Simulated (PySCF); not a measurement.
Compound: C₅H₁₁OP.
Structure used (GFN2-xTB), in Å, numbered top down from 1:
```
atom  x, y, z in Å
C1     2.833    0.297   -0.042
C2     1.565   -0.507   -0.290
P3     0.185    0.661   -0.594
O4    -0.024    1.642    0.471
C5    -1.271   -0.348   -0.989
C6    -2.108   -0.744    0.195
C7    -2.601    0.304   -0.740
H8     2.669    0.990    0.781
H9     3.092    0.879   -0.926
H10    3.669   -0.353    0.206
H11    1.679   -1.186   -1.135
H12    1.299   -1.091    0.596
H13    0.527    1.238   -1.822
H14   -1.173   -1.040   -1.814
H15   -2.577   -1.716    0.191
H16   -1.768   -0.417    1.168
H17   -2.587    1.326   -0.390
H18   -3.417    0.071   -1.407
```

NICS is the negative of the GIAO shielding at a point without a nucleus: at the ring centre (0) and 1 Å above and below it (1); zz is the component along the ring normal. Level: GIAO PBE0/pcSseg-1 (PySCF, non-relativistic, gas phase) on the GFN2-xTB geometry, one conformer.

Ring bond lengths (Å), with Mayer bond orders in brackets: C5–C6 1.503 (0.94), C6–C7 1.489 (0.98), C7–C5 1.501 (0.94).

**Question.** Give the NICS values of each ring in ppm.

**Answer.** 
```json
{"ring": "C5–C6–C7", "type": "3-membered carbocycle; formal bonds all single", "NICS(0)": "-45.4", "NICS(1), two faces": "-9.7 / -8.5", "NICS(1)zz, two faces": "-25.4 / -24.2", "rms pucker (Å)": "0.00", "centre to ring atoms, mean (Å)": "0.86"}
```

**Question.** What do they say, and how far can they be read as aromaticity?

**Answer.** 
- C5–C6–C7: mean NICS(1)zz -24.8 ppm, shielded. C5, C6, C7 have four or more neighbours, and the NICS criterion for π rings isn't applied. NICS(0) lies 36 ppm below the mean NICS(1).

**Question.** How shielded are the nuclei of the rings and their hydrogens (means over atoms taken as equivalent)?

**Answer.** 
| atoms | environment | σ isotropic (ppm) | principal values of the symmetric part, first atom (ppm) |
| --- | --- | --- | --- |
| C5 | sp3 carbon bound to phosphorus | 176.8 | 146.2, 159.7, 224.4 |
| C6 | three-membered-ring carbon | 185.8 | 160.2, 183.4, 213.9 |
| C7 | three-membered-ring carbon | 184.1 | 159.1, 180.4, 212.9 |
| H14 | methine hydrogen | 31.37 | 24.8, 28.4, 40.9 |
| H15 | methylene hydrogen | 31.12 | 25.6, 26.1, 41.7 |
| H16 | methylene hydrogen | 30.84 | 24.6, 29.0, 39.0 |
| H17 | methylene hydrogen | 30.68 | 23.9, 28.8, 39.3 |
| H18 | methylene hydrogen | 31.01 | 25.1, 26.2, 41.7 |
